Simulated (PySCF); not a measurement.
Question: Give a PBE0-D3(BJ)/def2-SVP geometry of `NC(=O)[SiH2]C=O`.

Answer: 
```xyz
11
C2H5NO2Si angstrom
N      1.5540    0.4741   -0.8326
C      1.2533   -0.0975    0.3523
O      2.0640   -0.4237    1.1989
Si    -0.6155   -0.3843    0.7203
C     -1.6743    0.0170   -0.8543
O     -1.1827    0.5360   -1.8329
H      2.5275    0.6486   -1.0611
H      0.8143    0.6940   -1.4974
H     -0.8581   -1.7976    1.1248
H     -1.0672    0.5342    1.8063
H     -2.7717   -0.2275   -0.8672
```

Any rigid rotation of these coordinates is as good. Atoms count from 1 in this order. Of the pairs four or more bonds apart, those above aside, C5···H8 is among the closest relative to their van der Waals radii: 2.66 Å, 92 % of the sum of Bondi's values. N1 (nitrogen bound to a carbonyl carbon) is planar (angles 120.8°, 120.2° and 119.0°, sum 360.0°, 0.01 Å off the plane of its three neighbours). Si4 (SiH2 silicon) is tetrahedral (angles from 107.4° to 110.6°). H8 on N1 lies 2.03 Å from O6, 5 bonds away (angle at H 144°; Bondi radii sum to 2.72 Å).

Bonds between heavy atoms (Å): N1–C2 1.350, C2=O3 1.217, C2–Si4 1.926, Si4–C5 1.939, C5=O6 1.212.

Theory: PBE0-D3(BJ)/def2-SVP geometry optimisation, gas phase in PySCF.

Point group: near Cs, missed by 0.28 Å at most; the miss may be what the optimiser left on a soft mode. Not checked by PBE0-D3(BJ)/def2-SVP frequencies. The numbers are those of one conformer (N1–C2–Si4–C5 8°, C2–Si4–C5–O6 -9°).

The run took 58 s on one thread of an Arm Neoverse V2, no GPU, shared host with 96 logical CPUs at a one-minute load of 78, and the process peaked at 0.47 GiB of memory. This is the geometry optimisation.
